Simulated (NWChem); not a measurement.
Molecule: C$_{2}$H$_{7}$AlFN; SMILES C[NH][Al]([CH3])[F]

```xyz
12

Al    -0.0814     0.5380     0.0010
F     -1.2655     1.7179     0.0005
C      1.8009     1.0175     0.0028
H      2.3204     0.6091     0.8853
H      1.9390     2.1096     0.0098
H      2.3187     0.6208    -0.8860
N     -0.6817    -1.1283    -0.0003
C      0.0716    -2.3594     0.0003
H     -1.6844    -1.2899    -0.0017
H     -0.1260    -2.9866    -0.8894
H     -0.1271    -2.9865     0.8898
H      1.1532    -2.1480     0.0009
```
Atoms are numbered in this order, from 1.

Results from NWChem. Pople sets run with spherical d functions. STO-3G and 3-21G are far too small for this property and stand as cheap habits. Coordinates come from a PBE0/def2-SVP optimisation. No frequency run checked for a minimum. GIAO values for the isolated, static molecule; σ is the absolute isotropic shielding, δ = σ(reference) − σ with the isolated reference molecule computed at the same levels (13C: tetramethylsilane, 19F: trichlorofluoromethane, 1H: tetramethylsilane, 15N: ammonia).

```json
[
 {"level": "Hartree-Fock/6-31G*", "σ Al1 (ppm)": "?", "δ F2 (ppm)": "?", "δ C3 (ppm)": "?", "δ H4 (rotor mean) (ppm)": "-0.37", "δ N7 (ppm)": "?", "δ H9 (ppm)": "?", "δ H10 (rotor mean) (ppm)": "?"},
 {"level": "Hartree-Fock/STO-3G", "σ Al1 (ppm)": "453.2", "δ F2 (ppm)": "-118.7", "δ C3 (ppm)": "-4.2", "δ H4 (rotor mean) (ppm)": "-0.38", "δ N7 (ppm)": "-20.5", "δ H9 (ppm)": "-1.69", "δ H10 (rotor mean) (ppm)": "1.20"},
 {"level": "PBE0/pcSseg-1", "σ Al1 (ppm)": "406.2", "δ F2 (ppm)": "-167.8", "δ C3 (ppm)": "-20.1", "δ H4 (rotor mean) (ppm)": "-0.33", "δ N7 (ppm)": "39.3", "δ H9 (ppm)": "0.67", "δ H10 (rotor mean) (ppm)": "2.64"}
]
```

**Question.** Fill in the missing entries.

**Answer.** 
- Hartree-Fock/6-31G*, σ Al1 (ppm): 494.8
- Hartree-Fock/6-31G*, δ F2 (ppm): -108.2
- Hartree-Fock/6-31G*, δ C3 (ppm): -15.0
- Hartree-Fock/6-31G*, δ N7 (ppm): 13.6
- Hartree-Fock/6-31G*, δ H9 (ppm): -0.17
- Hartree-Fock/6-31G*, δ H10 (rotor mean) (ppm): 2.48
